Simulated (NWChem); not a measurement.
System: N2H3, doublet; SMILES [NH]N

```xyz
5

N     -0.1176    -0.7494     0.0044
N     -0.0142     0.5829    -0.0624
H      0.8367    -1.1099    -0.0443
H      0.8330     1.0530     0.2288
H     -0.8652     1.0705     0.1677
```
Atoms are numbered in this order, from 1.

Results from NWChem. Pople sets run with spherical d functions. Spin-unrestricted. Coordinates come from a PBE0-D3(BJ)/def2-TZVP, spin-unrestricted optimisation. No stability test was run on the SCF state. Level: PBE0/6-31G* with COSMO at NWChem's default radii, gas-phase geometry; rows give the dielectric constant. Reactions with the solvent are ignored.

| dielectric constant | electrostatic solvation energy (kcal/mol) | dipole in solution (D) |
|---|---|---|
| 1.5 | -2.8 | 2.88 |
| 11.7 | -8.3 | 3.27 |
| 20.7 | -8.6 | 3.30 |
| 25.0 | -8.7 | 3.31 |
| 46.7 | -8.9 | 3.33 |
